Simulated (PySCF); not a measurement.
Si(OH)(OMe)(OEt)(NH2), SMILES CCO[Si](N)(O)OC (GFN2-xTB optimised geometry):

```
19

C     -1.506    -2.702    -3.525
C     -1.743    -2.293    -2.079
O     -0.509    -2.210    -1.411
Si    -0.192    -1.487     0.000
N      1.533    -1.487     0.000
O     -0.696    -2.267     1.347
O     -0.996    -0.070     0.000
C     -1.236     0.774     1.092
H     -2.455    -2.785    -4.048
H     -0.887    -1.960    -4.022
H     -0.993    -3.659    -3.559
H     -2.375    -3.034    -1.573
H     -2.251    -1.324    -2.034
H      1.999    -1.267    -0.864
H      2.008    -1.046     0.769
H     -0.317    -3.120     1.542
H     -1.574     0.202     1.957
H     -2.008     1.487     0.798
H     -0.326     1.318     1.362
```

Level of theory: CAM-B3LYP/def2-SVP (PySCF).

Question: What are the frontier orbital energies and the dipole moment?

Answer: HOMO-2 -9.75 eV, HOMO-1 -9.28 eV, HOMO -8.48 eV, LUMO 2.31 eV, LUMO+1 3.22 eV; dipole moment 1.02 D.

On the same geometry PBE/def2-SVP in PySCF gives HOMO-2 -6.60 eV, HOMO-1 -6.19 eV, HOMO -5.47 eV, LUMO 0.53 eV, LUMO+1 1.47 eV; dipole moment 1.02 D.

Meta-Löwdin charges at CAM-B3LYP/def2-SVP: C1 -0.29, C2 0.06, O3 -0.62, Si4 1.45, N5 -0.70, O6 -0.72, O7 -0.62, C8 -0.06, H9 0.10, H10 0.10, H11 0.10, H12 0.08, H13 0.09, H14 0.22, H15 0.21, H16 0.33, H17 0.10, H18 0.10, H19 0.08.
